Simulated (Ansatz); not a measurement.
Correlation energies of `Cc1ccc(C)nc1` by basis set

Z-matrix (Å, degrees):
```
C
C 1 1.496
H 1 1.093 2 111.3
H 1 1.093 2 111.3 3 -119.6
H 1 1.091 2 111.1 3 120.2
C 2 1.391 1 121.5 3 -120.9
C 2 1.389 1 122.3 3 59.1
N 6 1.326 2 124.8 1 -179.9
H 6 1.089 2 119.3 1 0.1
C 7 1.382 2 119.7 1 180.0
H 7 1.086 2 120.1 1 -0.1
C 8 1.332 6 118.5 2 -0.0
H 10 1.084 7 120.6 2 180.0
C 12 1.496 8 116.8 6 180.0
H 14 1.091 12 111.8 8 179.9
H 14 1.092 12 110.2 8 -59.1
H 14 1.092 12 110.2 8 58.8
```

Charge 0, multiplicity 1. Geometry: relaxed with PBE0-D4/def2-TZVP. Frozen core, restricted reference, the Gaussian-basis code of Ansatz. CBS rows extrapolate triple and quadruple zeta; past MP2 they add the triple-zeta difference.

```
     basis     HF (Eh)  MP2 corr.
  def2-SVP  -324.53452   -1.09454
def2-TZVPP  -324.89025   -1.33215
def2-QZVPP  -324.90420   -1.41706
```

(1) Estimate the CCSD correlation energy and the (T) correction in each basis where they were run (hartree).

Results:

(1) 
| basis | CCSD corr. | (T) |
| --- | --- | --- |
| def2-SVP | -1.15092 | -0.04729 |
| def2-TZVPP | -1.36808 | -0.06919 |
| CBS(def2) | -1.51588 | as TZ |
